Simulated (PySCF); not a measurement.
## MoO₂Cl₂: from structure and modes to constants

All numbers come from PBE/[Mo def2-SVP with ECP28, O def2-SVP, Cl def2-SVP], scalar-relativistic core potentials, density fitting, no spin–orbit coupling, PySCF.

The singlet minimum has C2v symmetry. Masses (u): Mo 97.90541, O 15.99492, Cl 34.96885.

```xyz
5
charge 0 multiplicity 1, angstrom
Mo    0.0000    0.0000   -0.2805
O     0.0000    1.3523   -1.2893
O     0.0000   -1.3523   -1.2893
Cl    1.8862    0.0000    0.9830
Cl   -1.8862    0.0000    0.9830
```

Harmonic wavenumbers (cm⁻¹): 114.1 (a1, ×1), 172.5 (b2, ×1), 206.5 (a2, ×1), 233.6 (b1, ×1), 335.7 (a1, ×1), 420.3 (a1, ×1), 442.1 (b1, ×1), 996.3 (b2, ×1), 1015.1 (a1, ×1).

(1) Find the principal moments of inertia and the rotational constants. What kind of rotor is it?

(2) What is the harmonic zero-point energy?

(3) Find the vibrational entropy and heat capacity at 298.15 K.

Answers

(1) About the centre of mass I = 186.96, 307.33, 377.29 u Å². With B = 16.8576/I this gives 0.09017, 0.05485, 0.04468 cm⁻¹. The molecule is an asymmetric top with κ = -0.55.

(2) Half the sum of all 9 wavenumbers, 3936/2 = 1968 cm⁻¹, which is 23.5 kJ/mol (1 cm⁻¹ = 0.0119627 kJ/mol).

(3) With u = 1.43878 ω/T, each mode gives S = R[u/(eᵘ−1) − ln(1−e⁻ᵘ)] and C = R u² eᵘ/(eᵘ−1)².
```csv
ω (cm⁻¹),u,S (J/(mol K)),C (J/(mol K))
114.1,0.551,13.38,8.11
172.5,0.833,10.07,7.85
206.5,0.996,8.68,7.66
233.6,1.127,7.75,7.49
335.7,1.620,5.16,6.71
420.3,2.028,3.73,5.97
442.1,2.134,3.43,5.77
996.3,4.808,0.40,1.60
1015.1,4.898,0.37,1.51
```
The sums over all modes are S = 53.0 and C = 52.7 J/(mol K); the softest mode gives 25 % of the entropy.

Other isomers or separated fragments may lie lower.
